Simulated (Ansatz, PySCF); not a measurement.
Gas-phase reaction in SMILES: CC/C=C\CC + 6 [H][H] (H2) → 6 C (CH4)
Geometries: B3LYP-D3(BJ)/def2-TZVP minima from Ansatz (a program for electronic structure), one conformer each, not searched for the lowest. Frequencies are from Ansatz or PySCF.
Geometry of the first species:
SMILES: CC/C=C\CC
```xyz
18

C      2.7611    -0.2245    -0.0421
C      1.4339     0.0940    -0.7403
C      0.5363     0.9440     0.1078
C     -0.6451     0.6169     0.6274
C     -1.3936    -0.6722     0.4680
C     -2.7115    -0.4876    -0.2933
H      2.5900    -0.8024     0.8679
H      3.4212    -0.8000    -0.6940
H      3.2843     0.6915     0.2411
H      1.6457     0.6272    -1.6736
H      0.9373    -0.8349    -1.0236
H      0.9251     1.9351     0.3297
H     -1.1553     1.3679     1.2260
H     -1.6143    -1.0770     1.4618
H     -0.7802    -1.4188    -0.0380
H     -3.3498     0.2478     0.2014
H     -2.5248    -0.1337    -1.3088
H     -3.2660    -1.4260    -0.3546
```
Charge 0, spin multiplicity 1.

Quantity: energy of full hydrogenation (enthalpy at 298 K, with B3LYP-D3(BJ) rigid-rotor harmonic-oscillator terms), in kcal/mol. Correlated levels leave the core frozen unless marked. No spin-orbit coupling. Non-relativistic unless marked X2C. CBS marks a two-point X^-3 extrapolation of the correlation energy; Hartree-Fock from the larger set. The bracket is a focal-point correction in the basis named.

| level | program | energy of full hydrogenation (kcal/mol) |
|---|---|---|
| HF/cc-pVTZ | Ansatz | -116.9 |
| SVWN5/def2-TZVPD | Ansatz | -96.8 |
| BLYP-D3(BJ)/def2-TZVPD | Ansatz + dftd3 | -91.4 |
| B97M-V/def2-TZVPD | Ansatz | -105.6 |
| PBE0/STO-3G | Ansatz | -116.9 |
| PBE0-D4/def2-TZVP | Ansatz + dftd4 | -100.1 |
| r2SCANh-D4/def2-TZVPD | Ansatz + dftd4 | -99.8 |
| HSE06-D3(BJ)/def2-TZVPD | Ansatz + dftd3 | -100.8 |
| HSE06-D4/def2-TZVPD | Ansatz + dftd4 | -100.2 |
| CAM-B3LYP-D3(BJ)/def2-TZVPD | Ansatz + dftd3 | -102.2 |
| wB97M-V/def2-TZVPD | Ansatz | -97.9 |
| B2GP-PLYP-D4/def2-TZVPD | Ansatz + dftd4 | -97.4 |
| RPA@PBE/cc-pVQZ | Ansatz | -93.4 |
| MP2/aug-cc-pVDZ | Ansatz | -93.4 |
| MP2/CBS(cc-pVTZ,cc-pVQZ) | Ansatz | -93.8 |
| SCS-MP2/6-31G* | Ansatz | -92.3 |
| CCSD/aug-cc-pVTZ | Ansatz | -101.8 |
| CCSD(T)/cc-pVQZ | Ansatz | -96.9 |
| X2C-CCSD(T)/cc-pVTZ-DK | Ansatz | -97.8 |
| RI-MP2/CBS(cc-pVTZ,cc-pVQZ)+[CCSD(T)-MP2]/cc-pVDZ | Ansatz | -96.4 |
| CCSD(T)/CBS(cc-pVTZ,cc-pVQZ) | Ansatz | -96.7 |
